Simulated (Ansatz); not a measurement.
Born–Oppenheimer molecular dynamics of GaH6N (8 atoms, charge 0, multiplicity 1). It starts at the highest image of a converged band, a first-order saddle point between two minima.

The calculation used RKS r2SCAN-D4/def2-SVP (Ansatz).

```yaml
ensemble: NVE (velocity Verlet)
time_step: 0.5 fs
steps_asked: 200
starting_velocities_drawn_for: 300 K
seed: 6001
```

First frame:

```xyz
8
Properties=species:S:1:pos:R:3
Ga -0.798 0.334 -0.430
N 1.062 -0.024 0.120
H -1.218 -0.411 -1.730
H -1.387 1.636 0.185
H 0.009 -0.768 0.822
H -0.943 -0.944 0.924
H 1.690 -0.517 -0.511
H 1.586 0.694 0.620
```

Question: How far do the bonds stretch over the last three quarters of this one trajectory? (Pairs bonded in most of those frames.)

Answer: 
| bond | mean (Å) | spread (Å) | shortest | longest |
| --- | --- | --- | --- | --- |
| Ga1–H3 | 1.583 | 0.016 | 1.55 | 1.60 |
| Ga1–H4 | 1.585 | 0.016 | 1.55 | 1.61 |
| Ga1–H6 | 1.582 | 0.087 | 1.45 | 1.72 |
| N2–H5 | 1.025 | 0.031 | 0.97 | 1.10 |
| N2–H7 | 1.026 | 0.033 | 0.97 | 1.08 |
| N2–H8 | 1.027 | 0.032 | 0.96 | 1.09 |

Mean temperature of the second half: 836 K. The conserved energy stayed within 0.29 meV per atom of its start (net change -0.14 meV per atom), so the integration is sound. The system heated up, since it started high on the potential surface and ran downhill. A run of 0.1 ps of so small a system gives no equilibrium averages. The orbitals stay closed-shell, which can raise the energy where a bond breaks towards radicals; this wasn't checked here.

Time of the run: 5.8 min on 2 threads of Arm Neoverse V1 (shared host), peak memory 0.17 GiB.
